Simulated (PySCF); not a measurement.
## Correlation energy of Si⁺ (silicon, charge +1)

[Ne] 3s2 3p1, 2P determinant. All numbers are calculated (PySCF 2.14, the spin-free X2C one-electron Hamiltonian (Gaussian nucleus), in jorge-DZP-DKH (7s4p1d, 24 functions)). Frozen: [Ne]; 3 electrons correlated.

MP2 pair energies summed by pair of shells (mhartree):

| pair | energy | share (%) |
| --- | --- | --- |
| 3s-3s | -20.52 | 58.0 |
| 3s-3p | -14.83 | 42.0 |

Total MP2 correlation energy: -35.35 mhartree.

Same-spin part -2.29 and opposite-spin part -33.06 mhartree; SCS-MP2 scales them by 1/3 and 6/5 to -40.43 mhartree.

```json
{"level": "CCSD", "correlation energy (mhartree)": "-53.48"}
{"level": "(T)", "correlation energy (mhartree)": "-0.67"}
{"level": "CCSD(T)", "correlation energy (mhartree)": "-54.15"}
```

Diagnostics: T1 = 0.012, D1 = 0.0274, largest double amplitude 0.108.

Cost of the coupled-cluster step: 0.16 s of wall time on 1 thread of Neoverse-N1 (shared host), for 3 correlated electrons.
